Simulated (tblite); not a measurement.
C9H12N (charge +1).
Numbering: `[CH3:1][N:2]([CH3:3])[c+:4]1[cH:5][cH:6][cH:7][cH:8][cH:9][cH:10]1` (hydrogens: H11, H12, H13 on C1; H14, H15, H16 on C3; H17 on C5; H18 on C6; H19 on C7; H20 on C8; H21 on C9; H22 on C10)

A start from a force field or distance geometry was refined with GFN2-xTB geometry optimisation, gas phase (tblite). Values at the start:

| coordinate | start |
| --- | --- |
| C1–N2 | 1.445 Å |
| C1–H11 | 1.118 Å |
| N2–C4 | 1.428 Å |
| C4–C5 | 1.392 Å |
| C5–C6 | 1.372 Å |
| C5–H17 | 1.076 Å |
| C6–C7 | 1.402 Å |
| C6–H18 | 1.090 Å |
| C7–C8 | 1.394 Å |
| C7–H19 | 1.088 Å |
| C1–N2–C3 | 117.2° |
| C1–N2–C4 | 121.8° |
| N2–C4–C5 | 116.0° |
| C4–C5–C6 | 127.8° |
| C5–C4–C10 | 125.2° |
| C5–C6–C7 | 128.5° |
| C6–C7–C8 | 126.6° |
| C1–N2–C4–C5 | 0° |

How do these coordinates change at the GFN2-xTB level?

```
 coordinate  GFN2-xTB (Å or °)  change
      N2–C4              1.328  -0.100
      C4–C5              1.431  +0.039
      C7–C8              1.364  -0.030
     C1–H11              1.091  -0.027
      C6–C7              1.413  +0.011
      C5–C6              1.362  -0.010
     C6–H18              1.083  -0.007
     C7–H19              1.082  -0.006
     C5–H17              1.080  +0.004
      C1–N2              1.448  +0.003
  C5–C4–C10              120.9    -4.3
   N2–C4–C5              119.8    +3.8
   C4–C5–C6              129.2    +1.4
   C5–C6–C7              129.6    +1.1
   C1–N2–C3              116.4    -0.8
   C6–C7–C8              126.9    +0.3
   C1–N2–C4              122.0    +0.2
C1–N2–C4–C5                 -2      -2
```

The energy falls by 78.4 kJ/mol over 102 L-BFGS steps, the largest force on an atom goes from 4.39 to 0.009 eV/Å, and the atoms move by 0.355 Å rms after alignment. The bond that changes most is N2–C4 (ends: nitrogen bonded to 3 C; aromatic carbon bearing nitrogen), which shortens by 0.100 Å. Bonds longer at the end by more than 0.005 Å: 4 of 22; shorter: 12. Among the dihedrals that turn most is H17–C5–C6–C7, from 148° to -177°. Rotational constants go from 2726, 961.1, 721.9 to 2646, 987.2, 740.7 MHz.

On one thread, Arm Neoverse N1 (aarch64), shared host with 64 logical CPUs at a one-minute load of 60, this took 1.3 s wall.

Its GFN2-xTB frequencies are all real (lowest 40 cm⁻¹). 2 starts were optimised and ended at 0.00 and 0.34 kcal/mol (GFN2-xTB); the lowest of these is shown.

One conformer stands for the species.

The numbers are calculated, not measured.
